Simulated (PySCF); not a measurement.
C4H10O2P (charge -1).
Numbering: `[CH3:1][CH2:2][P:3](=[O:4])([O-:5])[CH2:6][CH3:7]` (hydrogens: H8, H9, H10 on C1; H11, H12 on C2; H13, H14 on C6; H15, H16, H17 on C7)

A PySCF run (density fitting, gas phase, GFN2-xTB geometry) gave HOMO -0.29 eV, LUMO 3.20 eV.

Question: Which of these levels was it?
A. PBE0/pcSseg-1
B. LC-wPBE/pcSseg-1
C. KT3/pcSseg-1
D. BLYP/ANO-RCC-VDZP
E. mPW1PW91/def2-SVP

Answer: D. It is BLYP/ANO-RCC-VDZP. All candidates on this geometry:

```csv
level and settings,kind,basis functions,SCF cycles,E (Eh),HOMO (eV),LUMO (eV)
"BLYP/ANO-RCC-VDZP, damping 0.3 at the start, DIIS from the seventh cycle",GGA,152,21,-650.1511,-0.29,3.20
"KT3/pcSseg-1, damping 0.1 at the start, DIIS from the seventh cycle",GGA,176,25,-657.3974,-0.36,4.37
PBE0/pcSseg-1,global hybrid,176,14,-649.8220,-1.87,5.26
mPW1PW91/def2-SVP,global hybrid,152,13,-649.9404,-1.55,5.76
"LC-wPBE/pcSseg-1, fitting basis def2-qzvpp-jkfit",range-separated hybrid,176,10,-650.0292,-4.52,7.41
```

The nearest other candidate, by the summed differences of HOMO and LUMO, is KT3/pcSseg-1: its HOMO differs by -0.07 eV and its LUMO by +1.17 eV. Cycle counts include a coarse-grid stage where the run had one. KT3 was designed for NMR shieldings or shifts; total energies of different functionals aren't comparable. ANO-RCC sets were contracted for a scalar-relativistic Hamiltonian, but ran non-relativistically here.

Shape of the structure used: `[CH3:1][CH2:2][P:3](=[O:4])([O-:5])[CH2:6][CH3:7]`: C1–C2–P3–O4 -66°, C2–P3–C6–C7 180°.
